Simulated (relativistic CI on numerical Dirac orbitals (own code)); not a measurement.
**One change at a time: W XVIII**

Base calculation: Dirac-Coulomb-Breit CI, KLI orbitals optimised for each configuration, model QED (radiative potential, 1s self-energy scaled to tabulated hydrogen-like ionisation energies), unscaled Slater integrals.

Configuration list (outside the closed core [Ar] 3d10): 4s2 4p6 4d10 4f11, 4s2 4p6 4d10 4f10 5s, 4s2 4p6 4d10 4f9 5s 5p, 4s2 4p6 4d10 4f10 5p, 4s2 4p6 4d10 4f10 5d, 4s2 4p6 4d9 4f12, 4s2 4p6 4d10 4f10 6s, 4s2 4p6 4d10 4f10 6p, 4s2 4p5 4d10 4f12, 4s2 4p6 4d10 4f10 7s, 4s 4p6 4d10 4f11 5s, 4s 4p6 4d10 4f11 6s, 4p6 4d10 4f13, 4p6 4d9 4f14. Double excitations out of closed p, d and f shells are left out; levels of such configurations are missing from the list, as are those of other unlisted configurations, and high levels can miss mixing partners. Some configurations lack a partner that the ground configuration has and come out too high, among them 4s2 4p5 4d10 4f12.

Variants: (1) only the first 3 configurations; (2) non-relativistic limit. Shifts of the energy above 4s2 4p6 4d10 4f11 4I°_15/2, in cm⁻¹, for the lowest level and the first level of each name with at least 55 % of one term (blank where a level changes its place among those of its configuration and J or its character, or is not in the variant):

```
                       Level     Base    Δ(1)       Δ(2)
  4s2 4p6 4d10 4f11 4I°_15/2      0.0     0.0        0.0
  4s2 4p6 4d10 4f11 4I°_13/2  15784.6   -17.0   -15784.6
  4s2 4p6 4d10 4f11 4I°_11/2  22064.3  +244.8   -22064.3
4s2 4p6 4d10 4f10 5s 6I_17/2  22195.7  +306.8  +267042.0
4s2 4p6 4d10 4f10 5s 6I_15/2  32583.9  +352.5  +256653.8
4s2 4p6 4d10 4f10 5s 6I_13/2  42171.0  +330.4  +247066.8
   4s2 4p6 4d10 4f11 4F°_7/2  43624.6  +258.1   -16324.3
   4s2 4p6 4d10 4f11 4F°_5/2  46461.2  +525.8   -19160.9
4s2 4p6 4d10 4f10 5s 6I_11/2  48632.9  +341.5  +240604.9
4s2 4p6 4d10 4f10 5s 4I_15/2  49284.7  +628.4  +259352.2
  4s2 4p6 4d10 4f11 2K°_15/2  52669.4  +249.8   -11393.0
 4s2 4p6 4d10 4f10 5s 6I_9/2  53567.5  +349.9  +235670.3
  4s2 4p6 4d10 4f11 4G°_11/2  54918.2  +238.1   -11827.8
4s2 4p6 4d10 4f10 5s 6F_11/2  56077.5  +653.0
```

At this charge transitions that keep the count of f electrons are usually good to a few per cent. Terms inside the open d or f shell come out 10 to 20 % too wide with unscaled integrals. Levels that differ in their count of f electrons can be misplaced by several ten thousand cm⁻¹, since the correlation energy of f electrons is missing or only estimated; rates across such gaps can be off by orders of magnitude.

Ionisation energy from one configuration of each of the two ions, the ground ones as tabulated or assumed: base 417.674 eV. The NIST ASD value (semi-empirical) is 420.7 ± 1.4 eV.

LS names give the leading component of a level, which can be under half, so a name can repeat, a term be missing and a line seem to break the LS rules.
